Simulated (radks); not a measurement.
Results of a calculation; reference values are marked as such.
Species: Br26+. Configuration: 1s1.75 2s2 2p5 3p0.25 (fractional occupations, a model configuration). Code: a radial shooting solver on a logarithmic mesh with Libxc functionals. Model: Dirac Kohn-Sham, PBE, spin-unpolarised, spherical densities, finite nucleus; open shells fill j = l - 1/2 first; Fermi nuclear charge, rms radius 4.1629 fm.

Normalised radial functions P(r) = r R(r) (large component), r in bohr:

| r | 3p1/2 |
|---|---|
| 0.002775 | 0.0085 |
| 0.003852 | 0.0144 |
| 0.005348 | 0.0247 |
| 0.007423 | 0.0427 |
| 0.01031 | 0.0738 |
| 0.01431 | 0.1266 |
| 0.01986 | 0.2131 |
| 0.02757 | 0.3470 |
| 0.03827 | 0.5373 |
| 0.05312 | 0.7702 |
| 0.07375 | 0.9803 |
| 0.1024 | 1.0225 |
| 0.1421 | 0.6953 |
| 0.1973 | -0.1061 |
| 0.2739 | -1.1276 |
| 0.3802 | -1.7104 |
| 0.5278 | -1.3857 |
| 0.7326 | -0.5972 |
| 1.017 | -0.1165 |
| 1.412 | -0.0079 |

3p1/2: eigenvalue -1174.0 eV, 1 radial node at r = 0.190 bohr, <r> = 0.422 bohr, 90 % of the charge inside 0.624 bohr.
